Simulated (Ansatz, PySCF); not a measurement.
C$_{2}$H$_{2}$F$_{2}$, triplet, geometry from GFN2-xTB (a higher spin typed on purpose: for a closed-shell molecule this is an excited state). Base run: CASSCF(6,6)/STO-3G in PySCF.

PySCF was given this input:
```python
from pyscf import gto, scf, mcscf
import numpy

mol = gto.M(
    atom='''
C     1.412022   -0.247195   -0.034936
C    -0.001071   -0.148056    0.202880
F    -0.856069   -0.707634   -0.678714
F    -0.519529    1.034776    0.594627
H     1.882246    0.267045   -0.862888
H     2.032432   -0.839814    0.612017
''',
    basis='sto-3g',
    charge=0,
    spin=2,
    verbose=4,
)

mf = scf.ROHF(mol)
mf.kernel()
mc = mcscf.CASSCF(mf, 6, 6)
mc.fix_spin_(ss=2.0)
mc.kernel()
occ = numpy.linalg.eigvalsh(mc.fcisolver.make_rdm1(mc.ci, mc.ncas, mc.nelecas))[::-1]
ss = mc.fcisolver.spin_square(mc.ci, mc.ncas, mc.nelecas)[0]
print('natural occupations', occ.round(4), ' <S^2>', round(ss, 4))
```

Programs used: Ansatz (a first-principles code), PySCF; a row that names a program was run with it.

Each row names what was changed in the base input (with any setting that the change needs).

```csv
change,ΔE vs base (kcal/mol),natural occupations,<S^2> of the state
base,0.000,1.98 1.97 1.00 1.00 0.03 0.02,2.00
orbitals = fixed (CASCI),23.03,2.00 2.00 1.00 1.00 0.00 0.00,2.00
conv_tol = 1e-5,0.000,1.98 1.97 1.00 1.00 0.03 0.02,2.00
"code = ansatz; correction = SC-NEVPT2, all electrons",-49.67,-,-
state_average = 2 states,10.04,-,-
"active space = 8 electrons, 8 orbitals",-16.10,1.98 1.97 1.97 1.00 1.00 0.03 0.03 0.02,2.00
"active space = 4 electrons, 6 orbitals",10.61,1.97 1.00 1.00 0.02 0.00 0.00,2.00
"active space = 8 electrons, 9 orbitals",-17.05,1.98 1.97 1.97 1.00 1.00 0.03 0.03 0.02 0.00,2.00
fix_spin_ = off,0.000,1.98 1.97 1.00 1.00 0.03 0.02,2.00
orbitals = fixed (CASCI); correction = SC-NEVPT2,-43.91,2.00 2.00 1.00 1.00 0.00 0.00,2.00
"active space = 2 electrons, 3 orbitals",24.53,1.00 1.00 0.00,2.00
```

Active orbitals are taken around the Fermi level unless the row says otherwise; CASSCF can end in different local minima, and two programs can end on different orbitals. State-averaged rows give the lowest state.

Open shells are given as the SCF converged; they aren't shown to be the lowest states, and a large step between rows can be another state.
